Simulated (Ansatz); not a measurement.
Abridged output of a molecular run in Ansatz:

```
Functional definition: HF
1815 factors; integrals over basis functions are off by at most 9.4e-4 eV
mean field evaluation 1: about -17332.2854 eV, gradient 3.6e1 eV
mean field evaluation 2: about -17332.4758 eV, gradient 3.6e1 eV
mean field evaluation 4: about -17336.5218 eV, gradient 3.7e0 eV
mean field evaluation 8: about -17336.5921 eV, gradient 1.2e-1 eV
mean field -17336.59223206 eV, -637.1080133641 hartree, gradient 1.4e-6 eV, S^2 0.000000; 0 other end points of the search recorded, 0 dependent functions left out
13 core orbitals not correlated: weight in the atoms' cores, before any rotation towards them, 1.000 or more for the frozen orbitals, at most 0.000 for the correlated occupied ones
reference -17336.59223206 eV, -637.1080133641 hartree; 14, 14 occupied and 290, 290 virtual orbitals, 1815 factors
second order -17.96463944 eV of doubles, -0.00000000 eV of singles
cycle   1  -19.37180022 eV  change    -1.4e0 eV  update   9.9e-2
cycle   2  -19.96828590 eV  change   -6.0e-1 eV  update   3.2e-2
cycle   3  -20.03570039 eV  change   -6.7e-2 eV  update   1.2e-2
cycle   4  -20.02909451 eV  change    6.6e-3 eV  update   4.1e-3
cycle   5  -20.02791076 eV  change    1.2e-3 eV  update   1.7e-3
cycle   6  -20.02769943 eV  change    2.1e-4 eV  update   5.9e-4
cycle   7  -20.02764529 eV  change    5.4e-5 eV  update   2.2e-4
cycle   8  -20.02771706 eV  change   -7.2e-5 eV  update   9.0e-5
cycle   9  -20.02772823 eV  change   -1.1e-5 eV  update   3.2e-5
perturbative correction -0.74074946 eV, -0.0272220405 hartree
Total energy: -17357.36070975 eV, -637.8712408416 hartree
```

Its atoms:

Cartesian coordinates in Å:
```
C 2.052 -0.007 -1.196
Si 1.175 -0.401 0.420
B -0.810 -0.010 0.454
C -1.471 0.163 1.858
Al -1.771 0.191 -1.425
H 3.111 -0.268 -1.147
H 1.981 1.058 -1.432
H 1.613 -0.567 -2.027
H 1.886 0.276 1.548
H 1.273 -1.875 0.677
H -0.947 -0.308 2.695
H -2.540 -0.046 1.930
H -1.368 1.252 2.023
H -1.914 1.619 -2.126
H -2.270 -1.079 -2.252
```

Q: Which basis set was used?
A. def2-TZVPP
B. def2-TZVPPD
C. cc-pV(Q+d)Z
D. cc-pV(D+d)Z

A: A. It gives 317 functions.

Q: Write the keys of the input that set method, charge and spin (a neutral closed shell needs none for the last two).

A: 
```yaml
correlation: {method: ccsd_t}
```
